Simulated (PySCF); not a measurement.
Species: C7H13GeN.
Cartesian coordinates in Å at the PBE0-D3(BJ)/def2-SVP level; atoms count from 1:
```xyz
22
C7H13GeN angstrom
N      3.200   -2.238   -1.485
C      2.794   -1.319   -0.910
C      2.263   -0.165   -0.196
C      0.744    0.015   -0.353
C      0.336    1.334    0.315
C     -1.102    1.775    0.042
Ge    -2.371    0.372    0.558
C     -1.497   -1.243   -0.123
C      0.000   -1.214    0.184
H      2.521   -0.272    0.872
H      2.793    0.731   -0.559
H      0.533    0.099   -1.436
H      1.029    2.126   -0.021
H      0.501    1.238    1.404
H     -1.238    1.973   -1.035
H     -1.324    2.717    0.566
H     -2.487    0.307    2.097
H     -3.770    0.596   -0.049
H     -1.960   -2.149    0.298
H     -1.660   -1.285   -1.214
H      0.474   -2.119   -0.232
H      0.162   -1.264    1.277
```

Theory: TDDFT CAM-B3LYP/def2-SVPD, vertical, gas phase, core orbitals frozen in the response (PySCF). The CAM-B3LYP/def2-SVPD calculation is non-relativistic and has no spin–orbit coupling, an omission that weighs most on germanium.

Ground-to-excited transition dipoles (e·a0, same axes as the geometry; the sign carries no meaning), for the states with f of 0.002 or more among the lowest 9:

```tsv
state	E (eV)	μx	μy	μz
S1	7.384	-0.022	-0.119	0.009
S3	7.680	-0.230	0.086	0.171
S5	7.999	-0.030	0.127	-0.024
S6	8.028	-0.198	0.083	0.067
S7	8.056	0.138	0.219	-0.002
S8	8.172	0.537	-0.177	-0.162
S9	8.286	-0.242	-0.376	0.046
```

(1) Work out the oscillator strengths.

(2) What angle do the transition dipoles of S7 and S8 make?

Answers

(1) f = (2/3) ΔE |μ|² with ΔE in hartree (27.2114 eV).

| state | \|μ\|² (au) | \|μ\| (D) | f |
| --- | --- | --- | --- |
| S1 | 0.015 | 0.31 | 0.003 |
| S3 | 0.089 | 0.76 | 0.017 |
| S5 | 0.017 | 0.34 | 0.003 |
| S6 | 0.051 | 0.57 | 0.010 |
| S7 | 0.067 | 0.66 | 0.013 |
| S8 | 0.346 | 1.50 | 0.069 |
| S9 | 0.202 | 1.14 | 0.041 |

(2) |cos θ| = |μa·μb| / (|μa| |μb|) = 0.24, so θ ≈ 76° (taken between 0 and 90°, since the signs are arbitrary).

All these states lie below the vertical ionisation energy of 9.86 eV (ΔSCF).

One conformer stands for the species.
